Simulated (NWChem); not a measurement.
System: C4H5F; SMILES CC=C=CF

The following NWChem deck was run.

```
start job
memory heap 200 mb stack 900 mb global 1100 mb
geometry units angstroms noautosym nocenter noautoz
  C     -0.491459     2.272769    -0.168513
  C      0.387668     1.188507     0.374015
  C      0.355257    -0.073645     0.019234
  C      0.352593    -1.323852    -0.367793
  F     -0.398088    -2.272140     0.204864
  H     -1.195736     1.888174    -0.918071
  H      0.116732     3.067662    -0.630556
  H     -1.066435     2.744931     0.644758
  H      1.119955     1.487141     1.138962
  H      0.964485    -1.708554    -1.190582
end
basis spherical
  C library 6-311g**
  F library 6-311g**
  H library 6-311g**
end
dft
  xc b3lyp
  iterations 150
end
property
  shielding
end
task dft property
```

NWChem printed, in part:

```
             Northwest Computational Chemistry Package (NWChem) 7.3.0
             --------------------------------------------------------

                             Geometry "geometry" -> ""
                             -------------------------

 Output coordinates in angstroms (scale by  1.889725989 to convert to a.u.)

  No.       Tag          Charge          X              Y              Z
 ---- ---------------- ---------- -------------- -------------- --------------
    1 C                    6.0000    -0.49145900     2.27276900    -0.16851300
    2 C                    6.0000     0.38766800     1.18850700     0.37401500
    3 C                    6.0000     0.35525700    -0.07364500     0.01923400
    4 C                    6.0000     0.35259300    -1.32385200    -0.36779300
    5 F                    9.0000    -0.39808800    -2.27214000     0.20486400
    6 H                    1.0000    -1.19573600     1.88817400    -0.91807100
    7 H                    1.0000     0.11673200     3.06766200    -0.63055600
    8 H                    1.0000    -1.06643500     2.74493100     0.64475800
    9 H                    1.0000     1.11995500     1.48714100     1.13896200
   10 H                    1.0000     0.96448500    -1.70855400    -1.19058200

 Effective nuclear repulsion energy (a.u.)     149.5436701759

                              NWChem Property Module
                              ----------------------

  itol2e modified to match energy
  convergence criterion.

                                 NWChem DFT Module
                                 -----------------

 Summary of "ao basis" -> "ao basis" (spherical)
 ------------------------------------------------------------------------------
       Tag                 Description            Shells   Functions and Types
 ---------------- ------------------------------  ------  ---------------------
 C                          6-311g**                 8       18   4s3p1d
 F                          6-311g**                 8       18   4s3p1d
 H                          6-311g**                 4        6   3s1p

  itol2e modified to match energy
  convergence criterion.

            General Information
            -------------------
          SCF calculation type: DFT
          Wavefunction type:  closed shell.
          No. of atoms     :    10
          No. of electrons :    38
           Alpha electrons :    19
            Beta electrons :    19
          Charge           :     0
          Spin multiplicity:     1
          Use of symmetry is: off; symmetry adaption is: off
          Maximum number of iterations: 150
          AO basis - number of functions:   120
                     number of shells:    60
          Convergence on energy requested:  1.00D-07
          Convergence on density requested:  1.00D-05
          Convergence on gradient requested:  5.00D-04

              XC Information
              --------------
                         B3LYP Method XC Potential
                     Hartree-Fock (Exact) Exchange  0.200
                        Slater Exchange Functional  0.800 local
                    Becke 1988 Exchange Functional  0.720 non-local
              Lee-Yang-Parr Correlation Functional  0.810
                  VWN I RPA Correlation Functional  0.190 local

             Grid Information
             ----------------
          Grid used for XC integration:  fine
          Radial quadrature: Mura-Knowles
          Angular quadrature: Lebedev.
          Tag              B.-S. Rad. Rad. Pts. Rad. Cut. Ang. Pts.
          ---              ---------- --------- --------- ---------
          C                   0.70       70          12.0       590
          F                   0.50       70          13.0       590
          H                   0.35       60          13.0       590
          Grid pruning is: on
          Number of quadrature shells:   650
          Spatial weights used:  Erf1

      Superposition of Atomic Density Guess
      -------------------------------------

 Sum of atomic energies:        -252.57853177

      Non-variational initial energy
      ------------------------------

 Total energy =    -255.227336
 1-e energy   =    -639.680922
 2-e energy   =     234.909915
 HOMO         =      -0.272403
 LUMO         =      -0.007702

   convergence    iter        energy       DeltaE   RMS-Dens  Diis-err
 ---------------- ----- ----------------- --------- --------- ---------
 d= 0,ls=0.0,diis     1   -255.1977648808 -4.05D+02  9.24D-03  9.14D-01
 d= 0,ls=0.0,diis     2   -255.2103818676 -1.26D-02  5.61D-03  6.89D-01
 d= 0,ls=0.0,diis     3   -255.2623988826 -5.20D-02  1.63D-03  1.40D-01
 d= 0,ls=0.0,diis     4   -255.2749565642 -1.26D-02  4.73D-04  5.15D-03
 d= 0,ls=0.0,diis     5   -255.2755189046 -5.62D-04  1.81D-04  1.34D-03
  Resetting Diis
 d= 0,ls=0.0,diis     6   -255.2756586749 -1.40D-04  5.37D-05  4.16D-05
 d= 0,ls=0.0,diis     7   -255.2756631860 -4.51D-06  2.04D-05  1.83D-06
 d= 0,ls=0.0,diis     8   -255.2756626609  5.25D-07  1.14D-05  5.76D-06
 d= 0,ls=0.0,diis     9   -255.2756634397 -7.79D-07  1.71D-06  7.24D-08
 d= 0,ls=0.0,diis    10   -255.2756634480 -8.22D-09  2.52D-07  2.45D-09

         Total DFT energy =     -255.275663447955
      One electron energy =     -643.597351615422
           Coulomb energy =      272.792850721624
    Exchange-Corr. energy =      -34.014832730106
 Nuclear repulsion energy =      149.543670175949

 Numeric. integr. density =       37.999999015938

                       DFT Final Molecular Orbital Analysis
                       ------------------------------------

 Vector   17  Occ=2.000000D+00  E=-3.772713D-01
              MO Center= -9.7D-02, -1.1D+00, -7.5D-02, r^2= 4.0D+00
   Bfn.  Coefficient  Atom+Function         Bfn.  Coefficient  Atom+Function
  ----- ------------  ---------------      ----- ------------  ---------------
    81      0.234562   5 F  pz               85      0.222559   5 F  pz
    80      0.218014   5 F  py               48      0.212367   3 C  py
    64      0.209895   4 C  s                84      0.206593   5 F  py
   116      0.170086  10 H  s                77      0.165837   5 F  pz
    76      0.154349   5 F  py               46     -0.151419   3 C  s

 Vector   18  Occ=2.000000D+00  E=-2.775199D-01
              MO Center=  2.8D-01,  6.0D-01,  1.2D-01, r^2= 2.4D+00
   Bfn.  Coefficient  Atom+Function         Bfn.  Coefficient  Atom+Function
  ----- ------------  ---------------      ----- ------------  ---------------
    45      0.195774   3 C  pz               27      0.182856   2 C  pz
    43     -0.182533   3 C  px               31      0.174674   2 C  pz
    25     -0.172790   2 C  px               29     -0.167317   2 C  px
    47     -0.167855   3 C  px               49      0.163604   3 C  pz
    41      0.132390   3 C  pz               23      0.123120   2 C  pz

[...]

          -----------------------------------------
          Chemical Shielding Tensors (GIAO, in ppm)
          -----------------------------------------

                                NWChem CPHF Module
                                ------------------

  scftype          =     RHF
  nclosed          =       19
  nopen            =        0
  variables        =     1919
  # of vectors     =        3
  tolerance        = 0.10D-03
  level shift      = 0.00D+00
  max iterations   =       50
  max subspace     =       30

 SCF residual:    2.2155101858288897E-005

Iterative solution of linear equations
  No. of variables     1919
  No. of equations        3
  Maximum subspace       30
        Iterations       50
       Convergence  1.0D-04

   iter   nsub   residual    time
   ----  ------  --------  ---------
     1      3    5.34D-01      77.8
     2      6    3.22D-02      84.7
     3      9    1.49D-03      91.6
     4     12    1.17D-04      98.2
     5     15    5.88D-06     104.7

      Atom:    1  C
        Diamagnetic
    246.1741     -6.5969      2.9629
     -6.5969    250.9498     -3.8587
      2.9629     -3.8587    242.9025

        Paramagnetic
    -80.8598     -5.0817      2.3647
     -5.0817    -86.1578     -5.3203
      2.3647     -5.3203    -84.7812

        Total Shielding Tensor
    165.3143    -11.6786      5.3276
    -11.6786    164.7920     -9.1790
      5.3276     -9.1790    158.1212

           isotropic =     162.7425
          anisotropy =      27.8406

          Principal Components and Axis System
                 1           2           3
              181.3029    156.0593    150.8653

      1         0.6233     -0.7108      0.3260
      2        -0.6674     -0.2663      0.6954
      3         0.4075      0.6510      0.6404

      Atom:    2  C
        Diamagnetic
    251.1944     -8.1284      8.1748
     -8.1284    268.5491      1.8907
      8.1748      1.8907    248.7356

        Paramagnetic
   -186.7079     25.0482    -91.9547
     25.0482   -193.9537    -10.3491
    -91.9547    -10.3491   -171.1874

        Total Shielding Tensor
     64.4865     16.9198    -83.7799
     16.9198     74.5954     -8.4584
    -83.7799     -8.4584     77.5482

           isotropic =      72.2100
          anisotropy =     129.8606

          Principal Components and Axis System
                 1           2           3
              158.7838     71.3797    -13.5334

      1        -0.6703     -0.0835      0.7374
      2        -0.2063      0.9754     -0.0772
      3         0.7128      0.2039      0.6711

      Atom:    3  C
        Diamagnetic
    248.3607      0.2638      0.1667
      0.2638    284.5603     11.8297
      0.1667     11.8297    252.1489

        Paramagnetic
   -272.4344     -7.4474     -7.0206
     -7.4474   -320.0828      1.2906
     -7.0206      1.2906   -266.6894

        Total Shielding Tensor
    -24.0737     -7.1836     -6.8539
     -7.1836    -35.5225     13.1203
     -6.8539     13.1203    -14.5405

           isotropic =     -24.7122
          anisotropy =     -26.8277

          Principal Components and Axis System
                 1           2           3
              -42.5973    -27.6516     -3.8877

      1         0.2134      0.8805     -0.4233
      2         0.9039     -0.0136      0.4274
      3        -0.3706      0.4739      0.7988

      Atom:    4  C
        Diamagnetic
    244.3690      6.9941     -8.8782
      6.9941    267.0144      3.4528
     -8.8782      3.4528    246.6052

        Paramagnetic
   -194.6454     -3.3266     60.9934
     -3.3266   -196.5854    -15.6911
     60.9934    -15.6911   -217.1928

        Total Shielding Tensor
     49.7236      3.6675     52.1152
      3.6675     70.4290    -12.2382
     52.1152    -12.2382     29.4125

           isotropic =      49.8550
          anisotropy =      65.8805

          Principal Components and Axis System
                 1           2           3
               93.7753     70.9422    -15.1525

      1         0.7375      0.2556     -0.6251
      2        -0.2190      0.9661      0.1367
      3         0.6388      0.0361      0.7685

      Atom:    5  F
        Diamagnetic
    477.1891     14.3209     -5.8623
     14.3209    479.3948    -13.3659
     -5.8623    -13.3659    470.7354

        Paramagnetic
   -117.5855    -49.5094     46.6438
    -49.5094   -163.7137     26.7784
     46.6438     26.7784   -107.3908

        Total Shielding Tensor
    359.6037    -35.1885     40.7814
    -35.1885    315.6811     13.4124
     40.7814     13.4124    363.3446

           isotropic =     346.2098
          anisotropy =      88.3889

          Principal Components and Axis System
                 1           2           3
              405.1357    351.0914    282.4023

      1         0.7324     -0.4066      0.5461
      2        -0.1901      0.6480      0.7375
      3         0.6537      0.6440     -0.3973

      Atom:    6  H
        Diamagnetic
     30.6999      0.0547      7.7260
      0.0547     27.3615      1.0684
      7.7260      1.0684     29.9496

        Paramagnetic
     -0.0167     -0.0364     -4.1021
     -0.0364      1.8106     -0.5613
     -4.1021     -0.5613      0.1588

        Total Shielding Tensor
     30.6833      0.0182      3.6239
      0.0182     29.1721      0.5071
      3.6239      0.5071     30.1084

           isotropic =      29.9879
          anisotropy =       6.1042

          Principal Components and Axis System
                 1           2           3
               34.0574     29.1988     26.7076

      1         0.7301     -0.1525     -0.6661
      2         0.0732      0.9866     -0.1456
      3         0.6794      0.0575      0.7315

      Atom:    7  H
        Diamagnetic
     26.8479      3.7518     -2.3563
      3.7518     34.6291     -5.8791
     -2.3563     -5.8791     26.2568

        Paramagnetic
      1.7867     -1.8922      1.2780
     -1.8922     -1.8194      2.5892
      1.2780      2.5892      2.0836

        Total Shielding Tensor
     28.6346      1.8596     -1.0783
      1.8596     32.8097     -3.2899
     -1.0783     -3.2899     28.3405

           isotropic =      29.9283
          anisotropy =       7.9822

          Principal Components and Axis System
                 1           2           3
               35.2497     27.9417     26.5933

      1         0.3089      0.9494      0.0564
      2         0.8391     -0.2999      0.4538
      3        -0.4478      0.0929      0.8893

      Atom:    8  H
        Diamagnetic
     28.9139     -5.6845     -4.9323
     -5.6845     29.3815      4.1488
     -4.9323      4.1488     29.6810

        Paramagnetic
      0.6531      2.4813      2.5603
      2.4813      0.6176     -2.0296
      2.5603     -2.0296      0.1957

        Total Shielding Tensor
     29.5670     -3.2032     -2.3720
     -3.2032     29.9991      2.1192
     -2.3720      2.1192     29.8767

           isotropic =      29.8143
          anisotropy =       7.7311

          Principal Components and Axis System
                 1           2           3
               34.9684     27.9473     26.5272

      1        -0.5926      0.2310      0.7717
      2         0.6075     -0.5009      0.6165
      3         0.5289      0.8341      0.1564

      Atom:    9  H
        Diamagnetic
     31.0151      2.2056      8.9382
      2.2056     28.2500      3.7488
      8.9382      3.7488     31.4636

        Paramagnetic
     -5.9403     -3.0163     -7.2647
     -3.0163     -1.3419     -3.7964
     -7.2647     -3.7964     -6.6284

        Total Shielding Tensor
     25.0749     -0.8106      1.6735
     -0.8106     26.9080     -0.0476
      1.6735     -0.0476     24.8352

           isotropic =      25.6061
          anisotropy =       2.7672

          Principal Components and Axis System
                 1           2           3
               27.4509     26.1646     23.2027

      1        -0.5093      0.5099     -0.6932
      2         0.7904      0.5957     -0.1426
      3        -0.3403      0.6206      0.7065

      Atom:   10  H
        Diamagnetic
     28.0592     -2.2446     -8.8527
     -2.2446     28.0466      4.7642
     -8.8527      4.7642     32.6868

        Paramagnetic
     -3.7999      4.0482      7.3794
      4.0482     -1.9533     -5.9727
      7.3794     -5.9727     -9.1460

        Total Shielding Tensor
     24.2593      1.8036     -1.4733
      1.8036     26.0933     -1.2085
     -1.4733     -1.2085     23.5408

           isotropic =      24.6311
          anisotropy =       4.9766

          Principal Components and Axis System
                 1           2           3
               27.9489     23.5732     22.3713

      1         0.5247      0.5415      0.6568
      2         0.7599     -0.6457     -0.0747
      3        -0.3837     -0.5383      0.7503
```

Level: B3LYP/6-311G** (spherical d), GIAO. Coordinates come from a PBE0/def2-SVP optimisation. The printed shielding anisotropy is the first printed principal value minus the mean of the other two.
